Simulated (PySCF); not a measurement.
C3H9FSi2, SMILES C1C(C1)([SiH2]F)[SiH3].

Geometry: ωB97X-D3(BJ)/def2-SVP. The structure was generated by enumeration, and PubChem lists no compound with its InChIKey, so it may never have been made. The values are those of a single conformer.

The numbers are results of PySCF with SMD-M06-2X/def2-SVP, not measurements.

Solvation free energies are E(SMD) − E(gas) at the gas-phase geometry, for 1 M in both phases. In vacuum the dipole moment is 2.14 D.

| solvent | ΔG(solv) (kcal/mol) | its non-electrostatic (CDS) part | dipole (D) |
|---|---|---|---|
| water | 1.4 | 4.5 | 2.82 |
| dimethylsulfoxide | -2.0 | 1.1 | 2.81 |
| methanol | -3.4 | -0.4 | 2.80 |
